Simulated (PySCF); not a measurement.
SMILES C=[CH][Sn]([CH3])([OH])[OH] (C3H8O2Sn) (PBE0/def2-SVP optimised geometry):

```
14

C     -1.540     1.851    -1.121
C     -1.210     1.205     0.000
Sn    -0.394    -0.760     0.000
C     -0.871    -2.058    -1.625
O     -0.958    -1.475     1.769
O      1.598    -0.760     0.000
H     -1.408     1.412    -2.117
H     -1.963     2.863    -1.103
H     -1.369     1.688     0.971
H      0.066    -2.485    -2.009
H     -1.377    -1.503    -2.427
H     -1.531    -2.863    -1.274
H     -0.569    -2.338     1.950
H      1.963    -0.138     0.640
```

Level of theory: PBE0/def2-TZVP, def2 effective core potentials past Kr (PySCF).

Q: What are the frontier orbital energies and the dipole moment?

A: HOMO-2 -8.38 eV, HOMO-1 -8.17 eV, HOMO -8.02 eV, LUMO -0.77 eV, LUMO+1 -0.19 eV; dipole moment 1.54 D.

On the same geometry PBE/def2-TZVP, def2 effective core potentials past Kr (PySCF) gives HOMO-2 -6.96 eV, HOMO-1 -6.63 eV, HOMO -6.45 eV, LUMO -1.73 eV, LUMO+1 -1.15 eV; dipole moment 1.42 D.
